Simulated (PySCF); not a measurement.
C2H7BO2Si, SMILES OB(O)/C=C/[SiH3].

Coordinates come from a PBE0-D3(BJ)/def2-SVP optimisation. The structure was generated by enumeration; whether it is a known compound was not checked. One conformer was computed; it need not be the lowest.

The numbers are results of TDDFT-LC-ωPBE/def2-SVPD (PySCF), not measurements.

Vertical excitations. 

Computed excitation energies, oscillator strengths and character:
| state | energy (eV) | λ (nm) | f | main pairs |
|---|---|---|---|---|
| S1 | 6.00 | 207 | 0.001 | HOMO−1→LUMO 96 % |
| S2 | 6.65 | 187 | 0.537 | HOMO→LUMO 96 % |
| S3 | 7.85 | 158 | 0.005 | HOMO→LUMO+1 63 %, HOMO→LUMO+2 11 % |
| S4 | 8.14 | 152 | 0.000 | HOMO−3→LUMO 45 %, HOMO−7→LUMO 45 % |
| S5 | 8.37 | 148 | 0.006 | HOMO−5→LUMO 46 %, HOMO−7→LUMO 15 %, HOMO−3→LUMO 12 %, HOMO−6→LUMO 8 % |
| S6 | 8.38 | 148 | 0.076 | HOMO−2→LUMO 84 % |
| S7 | 8.59 | 144 | 0.011 | HOMO−1→LUMO+1 70 % |
| S8 | 8.72 | 142 | 0.000 | HOMO→LUMO+4 41 %, HOMO−2→LUMO+1 21 %, HOMO→LUMO+2 8 % |
| S9 | 8.81 | 141 | 0.000 | HOMO−2→LUMO+1 36 %, HOMO→LUMO+5 17 %, HOMO→LUMO+2 7 %, HOMO→LUMO+3 7 % |
| S10 | 8.94 | 139 | 0.001 | HOMO→LUMO+5 31 %, HOMO−2→LUMO+1 12 %, HOMO→LUMO+3 8 %, HOMO→LUMO+4 8 % |
| T1 | 3.74 | 332 | 0 | HOMO→LUMO 87 % |
| T2 | 5.29 | 234 | 0 | HOMO−1→LUMO 95 % |
| T3 | 7.46 | 166 | 0 | HOMO−2→LUMO 83 % |
| T4 | 7.61 | 163 | 0 | HOMO−7→LUMO 61 %, HOMO−3→LUMO 26 % |
Triplets are in the Tamm–Dancoff approximation, which puts them higher than full response would, so one can lie above its singlet here.
